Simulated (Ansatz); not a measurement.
Cartesian coordinates (Å):
```xyz
5

N      2.3688     0.0154    -0.0436
C      1.2155     0.0092     0.0147
Al    -0.7207    -0.0046     0.1088
H     -1.4437    -1.3296    -0.3107
H     -1.4192     1.3099     0.5971
```
Charge 0, spin multiplicity 1.

Calculation: frozen-core CCSD(T)/cc-pVQZ // B3LYP-D3(BJ)/def2-TZVP run with Ansatz (a first-principles code).

```yaml
HF energy: -335.44650 Ha
MP2 correlation energy: -0.44040 Ha
```

Problem. Estimate the CCSD correlation energy, the (T) correction, the total energy and the T1 diagnostic.

Solution. 
```
Item                             Value
-----------------------  -------------
CCSD correlation energy    -0.45173 Ha
(T) correction             -0.02230 Ha
CCSD(T) total energy     -335.92053 Ha
T1 diagnostic                    0.013
```
